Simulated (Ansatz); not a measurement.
Consider the hydrogenolysis of the In–Br bond: `[OH][In]([F])[Br]` + H₂ → `[OH][InH][F]` + HBr.

Calculated with Ansatz (gas phase, PBE0-D4/def2-TZVP geometries, no zero-point term in ΔE). CBS: MP2 limit from def2 TZ/QZ plus the TZ coupled-cluster correction, frozen cores. This one scheme is used for every species. DFT in def2-TZVPP. B3LYP here is the variant with VWN-RPA as its local correlation; programs differ in this. def2 core potentials past Kr. For Br, In outer-core shells are correlated without core-valence functions, which leaves a few kJ/mol of doubt a bond. Scalar relativity is left out up to krypton. Each species was taken in one conformer, which may not be the lowest.

| level | ΔE (kJ/mol) | difference from CCSD(T)/CBS |
| --- | --- | --- |
| PBE-D4 | 95.8 | -6.1 |
| r2SCAN-D4 | 101.1 | -0.8 |
| PBE0-D4 | 96.8 | -5.1 |
| ωB97X-V | 95.7 | -6.2 |
| ωB97M-V | 95.1 | -6.8 |
| B2PLYP | 97.5 | -4.4 |
| r2SCAN | 100.4 | -1.5 |
| B3LYP | 92.0 | -9.9 |
| HF/def2-TZVPP | 100.5 | -1.4 |
| MP2/def2-TZVPP | 104.0 | 2.1 |
| SCS-MP2/def2-TZVPP | 99.7 | -2.2 |
| CCSD(T)/def2-TZVPP | 95.1 | -6.8 |
| HF/def2-QZVPP | 100.2 | -1.7 |
| HF/CBS(def2) | 100.1 | -1.8 |
| MP2/CBS(def2) | 110.8 | 8.9 |
| CCSD/CBS(def2) | 99.0 | -2.9 |
| CCSD(T)/CBS | 101.9 | 0 |

Largest T1 diagnostic among the species: 0.017.

The D4 term adds +5.4 kJ/mol with B3LYP and +3.0 kJ/mol with PBE0; it sums over pairs of atoms, weighted by their polarisabilities, and B3LYP, whose exchange is more repulsive, gets the larger term.
